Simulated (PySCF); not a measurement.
Level sweep

Species: C4H11BO.
SMILES: `B(C)(C)COC`

PySCF, dipoles from the SCF density, polarisabilities from static response with core orbitals frozen. Geometry: PBE0-D3(BJ)/def2-SVP, one conformer, isolated molecule.

The anisotropy is √(½[(α1 − α2)² + (α2 − α3)² + (α3 − α1)²]).

```csv
level,μ (D),α (Å³),anisotropy (Å³)
LDA/def2-SVPD,0.968,11.28,3.47
PBE/def2-SVPD,0.926,11.07,3.39
B3LYP/def2-SVPD,1.030,10.61,3.02
PBE0/def2-SVPD,1.029,10.51,3.01
BHandHLYP/def2-SVPD,1.130,10.11,2.70
CAM-B3LYP/def2-SVPD,1.098,10.40,2.82
wB97X-D/def2-SVPD,1.069,10.39,2.80
LC-wPBE/def2-SVPD,1.133,10.10,2.68
HF/def2-SVPD,1.218,9.62,2.33
PBE0/6-31G*,0.997,8.74,2.65
PBE0/6-31+G*,1.112,9.77,2.77
PBE0/def2-SVP,1.027,9.04,2.65
PBE0/aug-cc-pVDZ,0.967,10.77,3.15
PBE0/def2-TZVP,0.960,10.22,2.93
```

The dipole runs from 0.93 D (PBE/def2-SVPD) to 1.22 D (HF/def2-SVPD). No reference polarisability is at hand; against PBE0 in the largest diffuse basis at hand (aug-cc-pVDZ) the other PBE0 rows deviate by 6-31G* -19%, 6-31+G* -9%, def2-SVP -16%, def2-SVPD -2%, def2-TZVP -5%. In one basis (def2-SVPD) the functionals order the polarisability from HF (lowest) to LDA (highest), a spread of 17%. With PBE0 the polarisability is 9.33 Å³ without diffuse functions (mean of 6-31G*, def2-SVP and def2-TZVP) and 10.35 Å³ with them (mean of 6-31+G*, def2-SVPD and aug-cc-pVDZ).
